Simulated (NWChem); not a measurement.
All runs are NWChem calculations. System: tetrasilane (H10Si4), charge 0, spin multiplicity 1, at a geometry optimised with PBE0/def2-SVP. Level: RHF/def2-SVP.

Part of the output:

```
             Northwest Computational Chemistry Package (NWChem) 7.3.0
             --------------------------------------------------------

                                NWChem Input Module
                                -------------------

 Scaling coordinates for geometry "geometry" by  1.889725989
 (inverse scale =  0.529177249)

                             Geometry "geometry" -> ""
                             -------------------------

 Output coordinates in angstroms (scale by  1.889725989 to convert to a.u.)

  No.       Tag          Charge          X              Y              Z
 ---- ---------------- ---------- -------------- -------------- --------------
    1 Si                  14.0000     2.06135900    -1.00772500     0.90926500
    2 Si                  14.0000     1.06859500     1.04055000     0.32816100
    3 Si                  14.0000    -0.72472400     0.69431900    -1.15142400
    4 Si                  14.0000    -2.38440500    -0.62207500    -0.13586900
    5 H                    1.0000     3.21383000    -0.79756100     1.83870500
    6 H                    1.0000     1.05496800    -1.88690200     1.58153400
    7 H                    1.0000     2.55345700    -1.70076800    -0.32135400
    8 H                    1.0000     2.09320200     1.93267700    -0.30232400
    9 H                    1.0000     0.55933900     1.71345000     1.56581600
   10 H                    1.0000    -0.22079300    -0.00265200    -2.37788500
   11 H                    1.0000    -1.31176200     2.00804700    -1.56702500
   12 H                    1.0000    -2.86774000     0.04413600     1.11292500
   13 H                    1.0000    -3.54534400    -0.82149000    -1.05711100
   14 H                    1.0000    -1.82071400    -1.95990700     0.22486800

 Effective nuclear repulsion energy (a.u.)     322.5379982059

            Nuclear Dipole moment (a.u.)
            ----------------------------
        X                 Y               Z
 ---------------- ---------------- ----------------
    -0.0000132281    -0.0000075589     0.0000207870


 Summary of "ao basis" -> "" (spherical)
 ------------------------------------------------------------------------------
       Tag                 Description            Shells   Functions and Types
 ---------------- ------------------------------  ------  ---------------------
 *                          def2-svp                  on all atoms

 Summary of "ao basis" -> "ao basis" (spherical)
[...]
    27     -0.200610   2 Si py               30     -0.187154   2 Si py
     9      0.185475   1 Si py

 Vector   33  Occ=2.000000D+00  E=-3.811900D-01
              MO Center=  7.9D-02,  4.0D-01, -1.9D-01, r^2= 5.2D+00
   Bfn.  Coefficient  Atom+Function         Bfn.  Coefficient  Atom+Function
  ----- ------------  ---------------      ----- ------------  ---------------
    44      0.246544   3 Si px               47      0.237795   3 Si px
    26     -0.214845   2 Si px               29     -0.213234   2 Si px
    28     -0.157030   2 Si pz

 Vector   34  Occ=0.000000D+00  E= 1.122449D-01
              MO Center=  4.4D-02,  2.3D-01, -1.1D-01, r^2= 6.9D+00
   Bfn.  Coefficient  Atom+Function         Bfn.  Coefficient  Atom+Function
  ----- ------------  ---------------      ----- ------------  ---------------
   104      0.688419  11 H  s                89      0.681080   8 H  s
    48     -0.594602   3 Si py               74      0.530810   5 H  s
   114      0.529607  13 H  s                11     -0.418309   1 Si px
    31      0.405117   2 Si pz               67      0.406861   4 Si pz
    29     -0.350493   2 Si px               65      0.333903   4 Si px

 Vector   35  Occ=0.000000D+00  E= 1.163755D-01
              MO Center=  4.6D-02,  2.3D-01, -1.1D-01, r^2= 6.8D+00
   Bfn.  Coefficient  Atom+Function         Bfn.  Coefficient  Atom+Function
  ----- ------------  ---------------      ----- ------------  ---------------
    31      0.664783   2 Si pz               48      0.526403   3 Si py
    67      0.516497   4 Si pz               94     -0.506321   9 H  s
    99      0.502903  10 H  s                89      0.432915   8 H  s
    49      0.423713   3 Si pz              104     -0.420453  11 H  s
   114      0.393565  13 H  s                74     -0.389957   5 H  s

 Vector   36  Occ=0.000000D+00  E= 1.446578D-01
              MO Center=  2.7D-01,  3.9D-01, -1.1D-01, r^2= 6.8D+00
   Bfn.  Coefficient  Atom+Function         Bfn.  Coefficient  Atom+Function
  ----- ------------  ---------------      ----- ------------  ---------------
    29     -0.984977   2 Si px               22      0.963255   2 Si s
    40     -0.851509   3 Si s                47     -0.853868   3 Si px
    94     -0.565107   9 H  s                79     -0.530558   6 H  s
    49     -0.474715   3 Si pz               99      0.366586  10 H  s
    11     -0.312377   1 Si px              119      0.275861  14 H  s

 center of mass
 --------------
 x =   0.00447361 y =   0.02257131 z =  -0.01071247

 moments of inertia (a.u.)
 ------------------
         672.877475330531          -0.840652847351        -373.044691284756
          -0.840652847351        1629.956059718289         144.910751929453
        -373.044691284756         144.910751929453        1710.458597451094

  Mulliken analysis of the total density
  --------------------------------------

    Atom       Charge   Shell Charges
 -----------   ------   -------------------------------------------------------
    1 Si  14    13.60   2.00  1.99  0.96  0.22  5.94  1.26  1.05  0.18
    2 Si  14    13.84   2.00  1.99  0.97  0.27  5.94  1.28  1.23  0.16
    3 Si  14    13.84   2.00  1.99  0.97  0.27  5.94  1.28  1.23  0.16
    4 Si  14    13.60   2.00  1.99  0.96  0.22  5.94  1.26  1.05  0.18
    5 H    1     1.12   0.73  0.37  0.01
    6 H    1     1.12   0.73  0.38  0.01
    7 H    1     1.12   0.73  0.38  0.01
    8 H    1     1.10   0.73  0.36  0.01
    9 H    1     1.10   0.73  0.36  0.01
   10 H    1     1.10   0.73  0.36  0.01
   11 H    1     1.10   0.73  0.36  0.01
   12 H    1     1.12   0.73  0.38  0.01
   13 H    1     1.12   0.73  0.37  0.01
   14 H    1     1.12   0.73  0.38  0.01

       Multipole analysis of the density wrt the origin
       ------------------------------------------------

     L   x y z        total         open         nuclear
     -   - - -        -----         ----         -------
     0   0 0 0     -0.000000      0.000000     66.000000

     1   1 0 0      0.008244      0.000000     -0.000013
     1   0 1 0      0.041629      0.000000     -0.000008
     1   0 0 1     -0.019709      0.000000      0.000021

     2   2 0 0    -47.632330      0.000000    753.344369
     2   1 1 0     -0.094899      0.000000      0.122433
     2   1 0 1     -0.061747      0.000000    203.891811
     2   0 2 0    -47.812722      0.000000    228.022802
     2   0 1 1      0.272413      0.000000    -80.440400
     2   0 0 2    -47.412547      0.000000    181.934124

 Task  times  cpu:        6.6s     wall:        6.6s

 Total times  cpu:        6.6s     wall:        6.6s
```

**Question.** Write an NWChem input that would produce this output.

**Answer.** This is not unique; one that fits is 
```
start mol
memory heap 200 mb stack 900 mb global 1100 mb
geometry units angstroms nocenter noautoz noautosym
  Si     2.061359    -1.007725     0.909265
  Si     1.068595     1.040550     0.328161
  Si    -0.724724     0.694319    -1.151424
  Si    -2.384405    -0.622075    -0.135869
  H      3.213830    -0.797561     1.838705
  H      1.054968    -1.886902     1.581534
  H      2.553457    -1.700768    -0.321354
  H      2.093202     1.932677    -0.302324
  H      0.559339     1.713450     1.565816
  H     -0.220793    -0.002652    -2.377885
  H     -1.311762     2.008047    -1.567025
  H     -2.867740     0.044136     1.112925
  H     -3.545344    -0.821490    -1.057111
  H     -1.820714    -1.959907     0.224868
end
basis spherical
  * library def2-svp
end
scf
  rhf
  nopen 0
  maxiter 100
  thresh 1e-7
  semidirect memsize 60000000 filesize 0
end
task scf energy
```
